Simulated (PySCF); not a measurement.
SiF2ClBr, SMILES F[Si](F)(Br)Cl. Atoms are numbered in the order given.

```xyz
5

F      1.3011     0.8172    -1.2879
Si     0.3942     0.5431     0.0000
F      1.3011     0.8172     1.2879
Cl    -1.1608     1.8348     0.0000
Br    -0.2630    -1.5287     0.0000
```

Coordinates come from a PBE0-D3(BJ)/def2-SVP optimisation. This is a generated structure with no PubChem entry under its InChIKey; it may be hypothetical.

These are PySCF with HF/pcSseg-1 values and carry that method's errors.

GIAO shieldings, no solvent; atoms alike by connectivity are averaged. δ = σ(ref) − σ: ¹⁹F against CFCl3 (σ = 238.5 ppm); ²⁹Si against TMS (σ = 393.8 ppm); ³⁵Cl against HCl (σ = 958.2 ppm), references at their B3LYP-D3(BJ)/def2-TZVP geometries, non-relativistic (without spin–orbit terms, shifts of atoms bonded to Cl or Br come out too high).

```tsv
nucleus	atoms	count	δ (ppm)
¹⁹F	F1, F3	2	-85.3
²⁹Si	Si2	1	-35.3
³⁵Cl	Cl4	1	49.6
```
